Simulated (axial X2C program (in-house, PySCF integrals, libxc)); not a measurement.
What spin–orbit coupling does to Mo₂

Computed with an in-house all-electron X2C program for linear molecules (integrals from PySCF). Spin-free means the one-electron spin-free X2C Hamiltonian; two-component (2c) means X2C with spin–orbit coupling and atomic mean-field two-electron Coulomb and Gaunt terms, so the difference of the two also holds small scalar two-electron terms. Basis: Mo dyall-cv3z [11s12p9d5f3g] (cores contracted in-house); Gaussian nuclei, density fitting, unrestricted open shells. Masses: Mo 97.905 u.

Spin-free state: M_S = 5, Λ = 0 (beyond evenly filled blocks: 2 × σα, 2 × π+α, 2 × π-α, 2 × δ+α, 2 × δ-α); fragments Mo + Mo.

```csv
level,Re (Å),ωe (cm⁻¹),De (eV)
PBE0,2.953,154.9,0.113
HF,3.161,125.5,-1.053
MP2,2.930,167.7,0.173
CCSD,2.972,158.4,0.164
CCSD(T),2.953,161.5,n/a
PW91,2.895,164.6,0.515
BHandHLYP,3.038,145.1,0.399
```

Correlated methods: 28 electrons correlated (number of frozen shells: Mo 3 s, 2 p, 1 d), 388 virtual spin orbitals or spinors in MP2, 139 natural virtuals in coupled cluster.

Two-component determinant lowest at the distance of the search:

Ω = 5 (⟨Sz⟩ = 5.00, ⟨Lz⟩ = 0.00 at HF); fragments Mo + Mo.

| level | Re (Å) | ωe (cm⁻¹) | De (eV) |
| --- | --- | --- | --- |
| PBE0 | 2.952 | 154.6 | 0.114 |
| HF | 3.161 | 125.3 | -1.053 |
| MP2 | 2.929 | 167.4 | 0.175 |
| CCSD | 2.971 | 158.4 | 0.166 |
| CCSD(T) | 2.951 | 161.5 | n/a |
| PW91 | 2.893 | 164.4 | 0.516 |
| BHandHLYP | 3.037 | 144.8 | 0.400 |

Problem. From the two tables, how do the constants change at the CCSD(T) level (2c against spin-free)?

Solution. At the CCSD(T) level Re goes down by 0.002 Å and ωe stays the same within 0.2 cm⁻¹.

De is counted from the lowest determinant-based energies of the atoms at the same level, without counterpoise correction. De is not given where an atomic determinant may have missed its ground term or J level, or where the truncated virtual space spoils (T). Density functionals use the spin component along the axis (collinear). CCSD and (T) use frozen natural virtuals with an MP2 correction for the truncation; (T) itself is uncorrected, so its De runs slightly low. The state is one determinant with fixed occupations, lowest in a PBE0 search at one distance only: followed along the bond, the 2c determinant Ω = 4 reaches 0.88 eV lower at PBE0, at Re = 2.636 Å, so the state shown is not the lowest. With several unpaired electrons one determinant need not be a pure state. Open-shell Ω = 0 determinants with evenly filled partner blocks cannot be reached by this program, so the Ω shown need not be the lowest component. The determinant is spin-polarised beyond a pure state at some levels (its spin-free form has ⟨S²⟩ too high), which makes Re and μ there less reliable.
